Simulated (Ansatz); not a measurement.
Mo(NH)(S)(F)(Cl) (ClFHMoNS), SMILES [NH]=[Mo]([F])(=[S])[Cl], multiplicity 1.

Geometry: B3LYP-D3(BJ)/def2-SVP. The multiplicity is an assumed one; no other spin state was optimised. The structure was generated by enumeration; whether it is a known compound was not checked. The def2 effective core potentials stand for the cores of Mo; spin–orbit coupling is left out.

Two levels are set side by side: PBE/def2-SVPD (Ansatz, an electronic-structure program) and PBE0/def2-SVPD (Ansatz). Energy differences of separate SCF runs at the same geometry; the states with an electron removed or added have multiplicity 2 and 2. Differences are taken from unrounded values.

| quantity | PBE0 | PBE | PBE minus PBE0 |
|---|---|---|---|
| vertical ionisation energy (eV) | 10.02 | 9.82 | -0.20 |
| vertical electron affinity (eV) | 1.87 | 1.43 | -0.44 |
| vertical singlet–triplet gap (eV) | 2.37 | 2.65 | 0.28 |
